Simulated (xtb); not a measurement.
gallium atom (Ga), doublet (GFN-xTB shapes and energies of metal compounds can be far from the true ones).

The xtb input:
```
$ xtb mol.xyz --gfn 2 --uhf 1 --json

# file mol.xyz
1

Ga     0.00000000     0.00000000     0.00000000
```

### Question
What does this run give for the total energy, dipole moment?

### Answer

```json
{
 "total_energy": "-1.0811 Eh",
 "dipole_moment": "0.00 D"
}
```
